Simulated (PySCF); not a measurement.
Computed shifts of a molecule C5H5F, PBE0/pcSseg-1 in PySCF, GIAO, gas phase, atoms alike by connectivity averaged where their shifts nearly agree, in ppm (number of nuclei): ¹³C: 159.0 (1), 109.1 (1), 98.6 (1), 79.8 (1), 7.6 (1). ¹⁹F: -97.6 (1). ¹H: 5.51 (1), 5.27 (1), 2.39 (3). References: ¹³C against TMS (σ = 186.3 ppm); ¹⁹F against CFCl3 (σ = 167.2 ppm); ¹H against TMS (σ = 31.56 ppm), references at their B3LYP-D3(BJ)/def2-TZVP geometries, non-relativistic. Geometry: B3LYP-D3(BJ)/def2-SVP. Other conformers were not sampled.

Task: Identify the compound among the candidates.
A. C#C/C=C(/C)F
B. C#C[C@H](F)C=C
C. C=C(F)C#CC
D. C#C[C@H]1C[C@H]1F

Result: C, C=C(F)C#CC
